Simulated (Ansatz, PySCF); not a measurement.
Reaction (SMILES): [O]B(O)Cl → [O-]B(O)Cl (an electron is taken up)
Geometries: B3LYP-D3(BJ)/def2-TZVP minima from Ansatz (a quantum-chemistry and plane-wave program), one conformer each, not searched for the lowest. Frequencies are from Ansatz.
Geometry of the first species:
SMILES: [O]B(O)Cl
```xyz
5

B      0.1109    -0.4929     0.1111
Cl    -0.2119     1.2279    -0.2560
O      1.3710    -0.6607     0.5449
O     -0.7843    -1.4896    -0.0267
H     -1.6466    -1.2079    -0.3490
```
Charge 0, spin multiplicity 2.

Quantity: adiabatic electron affinity (0 K, with B3LYP-D3(BJ) harmonic zero-point energies), positive where the reaction releases energy, in eV. Cores are frozen in the correlated levels unless marked. UHF or UKS for open shells. Spin-orbit coupling is left out. Non-relativistic. Anions need diffuse functions: aug- sets have them; def2-D sets add few; the other sets have none. Basis-set limits of correlation are two-point, X^-3; Hartree-Fock from the larger set. The bracket is a focal-point correction in the basis named.

| level | program | adiabatic electron affinity (eV) |
|---|---|---|
| HF/STO-3G | Ansatz | -2.55 |
| HF/aug-cc-pV(D+d)Z | Ansatz | 1.97 |
| HF-D3(BJ)/def2-TZVPD | PySCF + dftd3 | 1.87 |
| r2SCAN/def2-TZVPD | Ansatz | 3.48 |
| PBE0/STO-3G | Ansatz | -0.73 |
| PBE0/def2-TZVP | Ansatz | 3.37 |
| TPSSh-D3(BJ)/def2-TZVPD | PySCF + dftd3 | 3.46 |

Task: What does RI-MP2/CBS(aug-cc-pV(T+d)Z,aug-cc-pV(Q+d)Z)+[CCSD(T)-MP2]/aug-cc-pV(T+d)Z (Ansatz) give?

Result: 3.81 eV, so TPSSh-D3(BJ)/def2-TZVPD differs from it by -0.35 eV.
